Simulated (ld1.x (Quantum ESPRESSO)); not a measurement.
# S (Z = 16), TM: configuration errors across variants

ld1.x (Quantum ESPRESSO) 7.5 input, shortened:

```
&input
   title='S', zed=16., rel=0, dft='PBESOL', iswitch=3,
   config='[Ne] 3s2 3p2.5'
 /
 &inputp
   pseudotype=2, tm=.true., lloc=0,
   nlcc=.true., rcore=1.05
 /
2
3P  2  1   2.50   0.00  1.40  1.40  0.0
3S  1  0   2.00   0.00  1.45  1.45  0.0
 &test
   configts(1)='3s2 3p2.5'
 /
```

All-electron excitation energies from the reference (eV): (1) 3s2 3p4 -21.476; (2) 3s2 3p3 -9.729; (3) 3s2 3p2 12.524; (4) 3s2 3p4.3 -23.180; (5) 3s2 3p1 46.532; (6) 3s2 3p0 93.293; (7) 3s1 3p4 0.980.

Errors AE − PS in meV (a dash: test not solved or not reliable):

```csv
change,(1),(2),(3),(4),(5),(6),(7),bound ghosts
base,+11,+1.9,+2.6,+14,+30,+102,+0.9,none
core correction none,+11,+2.0,+3.1,+14,+40,+153,+2.5,none
core correction a·sin(br)/r model core inside 0.58 bohr,+12,+2.1,+3.0,+15,+35,+120,+0.9,none
core correction a·sin(br)/r model core inside 0.76 bohr,+12,+2.1,+3.0,+15,+35,+121,+0.9,none
core correction a·sin(br)/r model core inside 0.86 bohr,+12,+2.1,+3.0,+15,+35,+122,+1.0,none
core correction a·sin(br)/r model core inside 1.08 bohr,+11,+1.8,+2.5,+14,+29,+97,+0.9,none
core correction a·sin(br)/r model core inside 1.38 bohr,+11,+1.9,+2.7,+13,+33,+120,+1.6,none
core correction a·sin(br)/r model core inside 1.56 bohr,+11,+1.9,+2.9,+13,+37,+138,+2.7,none
core correction a·sin(br)/r model core inside 1.66 bohr,+11,+2.0,+3.0,+13,+38,+143,+2.8,none
```

Q: Give the same row for: core correction a·sin(br)/r model core inside 1.22 bohr.

A: +10, +1.8, +2.5, +13, +29, +96, +0.9; bound ghosts: none.
